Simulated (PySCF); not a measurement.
A structure optimised at PBE-D3(BJ)/def2-SVP, used in a PySCF frequency run:

```xyz
15

Si    -1.0888    -0.0444    -1.1259
C     -2.1801     0.3054     0.3783
C      0.4968    -0.9355    -0.5704
B      1.2424    -0.0569     0.5209
O      0.9492    -0.1381     1.8637
O      2.1723     0.9024     0.2004
H     -1.8433    -0.8766    -2.1329
H     -0.7095     1.2515    -1.7993
H     -1.6110     0.8732     1.1422
H     -2.5267    -0.6425     0.8401
H     -3.0782     0.8939     0.1038
H      0.1957    -1.9294    -0.1733
H      1.1233    -1.1230    -1.4685
H      0.2863    -0.8243     2.0444
H      2.3229     0.9496    -0.7580
```

Write its SMILES and formula.

C[SiH2]CB(O)O, C₂H₉BO₂Si

What are its rotational constants (standard atomic weights)?

4.0458, 1.7312, 1.4551 GHz
